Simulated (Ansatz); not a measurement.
# A saddle search, step by step

SiH2SF2, closed shell, PBE0-D4/def2-SVP (Ansatz 0.2.0). Settings; a guess of the unstable mode was typed too, and convergence needs a confirmed negative curvature besides the force tolerance:

```yaml
hamiltonian: {xc: pbe0, dispersion: d4}
saddle:
  f_tol: 0.1
  max_steps: 40
```

Start:

| atom | x (Å) | y (Å) | z (Å) |
| --- | --- | --- | --- |
| Si1 | -0.3932 | 0.8667 | -0.1687 |
| S2 | 0.4979 | -1.3497 | -0.2643 |
| H3 | 0.8365 | 0.1837 | -0.9002 |
| F4 | -0.5183 | 1.0129 | 1.4223 |
| F5 | -1.9224 | 0.4616 | -0.7390 |
| H6 | 1.4192 | -1.0424 | 0.7047 |

```csv
step,energy less the last (meV),largest force component (eV/Å)
1,93.1,1.882
2,18.5,0.700
3,3.4,0.148
4,2.3,0.078
5,0.3,0.042
6,0.0,0.007
```

Step 2, positions (Å) and forces (eV/Å):

```
atom       x       y       z      Fx      Fy      Fz
 Si1  -0.407   0.855  -0.169  -0.700  -0.101  -0.319
  S2   0.513  -1.359  -0.265   0.230  -0.183   0.087
  H3   0.841   0.181  -0.919   0.136   0.002  -0.098
  F4  -0.541   1.029   1.430  -0.042   0.099   0.220
  F5  -1.902   0.475  -0.723   0.515   0.209   0.219
  H6   1.417  -1.048   0.702  -0.139  -0.026  -0.109
```

Step 3, positions (Å) and forces (eV/Å):

```
atom       x       y       z      Fx      Fy      Fz
 Si1  -0.419   0.841  -0.169   0.147   0.001   0.066
  S2   0.532  -1.378  -0.273   0.037  -0.108  -0.008
  H3   0.851   0.182  -0.924  -0.034   0.083  -0.009
  F4  -0.559   1.049   1.433   0.010   0.013  -0.032
  F5  -1.900   0.490  -0.710  -0.148   0.001  -0.046
  H6   1.415  -1.051   0.697  -0.012   0.010   0.029
```

Step 5, positions (Å) and forces (eV/Å):

```tsv
atom	x	y	z	Fx	Fy	Fz
Si1	-0.427	0.838	-0.186	0.008	-0.007	0.022
S2	0.568	-1.389	-0.294	0.023	0.042	0.032
H3	0.854	0.189	-0.924	0.006	-0.009	-0.004
F4	-0.530	1.035	1.420	0.004	-0.004	-0.021
F5	-1.926	0.503	-0.695	-0.006	-0.007	0.002
H6	1.381	-1.043	0.733	-0.035	-0.016	-0.030
```

Last step (6):

Si1  (-0.428, 0.837, -0.190)
S2  (0.571, -1.383, -0.299)
H3  (0.860, 0.194, -0.926)
F4  (-0.521, 1.032, 1.417)
F5  (-1.929, 0.497, -0.689)
H6  (1.366, -1.044, 0.742)
(Å)

Hardware: 2 CPU threads of an Intel Xeon 6975P-C, shared host. Wall time about 63 s.
